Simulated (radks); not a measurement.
The numbers below are computed, except where a source is named.
Q: Ionisation of the nickel ion Ni+, [Ar] 3d9, to Ni2+, [Ar] 3d8, under several functionals. Scalar-relativistic Kohn-Sham, spin-polarised, spherical densities, finite nucleus; open shells are filled with parallel spins first; a radial shooting solver on a logarithmic mesh with Libxc functionals. Known Delta-SCF values: TASK exchange with Perdew-Wang LDA correlation 18.565 eV; LDA (Slater exchange, Perdew-Wang correlation) 19.942 eV; LDA (Slater exchange, Perdew-Zunger correlation) 19.964 eV. What does MS2 meta-GGA give, and what is its highest occupied eigenvalue?

A: 19.265 eV by Delta-SCF; the 3d eigenvalue is -12.261 eV. NIST: 18.169 eV (measured).
